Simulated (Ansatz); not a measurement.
`[SiH3][SiH2]OBCl` + `[OH][Ga]([OH])[Cl]` → `[OH][Ga]([Cl])[O][SiH3]` + `[SiH3]OBCl`  (cleavage of the Si–Si bond)

Gas-phase electronic energies from Ansatz, PBE0-D4/def2-TZVP geometries. CCSD(T)/CBS is the MP2 limit (def2-TZVPP, def2-QZVPP) plus CCSD(T) − MP2 in def2-TZVPP, frozen cores. This one scheme is used for every species. Functionals use def2-TZVPP. For Ga outer-core shells are correlated without core-valence functions, which leaves a few kJ/mol of doubt a bond. Scalar relativity is left out up to krypton. One conformer a species, not always the lowest.

Is it downhill or uphill in electronic energy at CCSD(T)/CBS, and by how much? (An estimate is asked.)

Computed: Downhill: ΔE = -106.3 kJ/mol.

What do these levels give: PBE-D4, PBE0-D4, B2PLYP, PBE0, MP2/def2-TZVPP, SCS-MP2/def2-TZVPP? (Estimate.)

Ansatz gave: PBE-D4 -76.3, PBE0-D4 -86.6, B2PLYP -109.6, PBE0 -86.1, MP2/def2-TZVPP -115.3, SCS-MP2/def2-TZVPP -120.1 kJ/mol.

Largest T1 diagnostic among the species: 0.013.

From PBE to PBE0 (25 % exact exchange), in def2-TZVPP and without D4, ΔE moves by −10.4 kJ/mol. In def2-TZVPP, CCSD(T) changes the Hartree–Fock value by +28.1 kJ/mol (the triples alone add +3.5 kJ/mol) and MP2 by +19.9 kJ/mol.
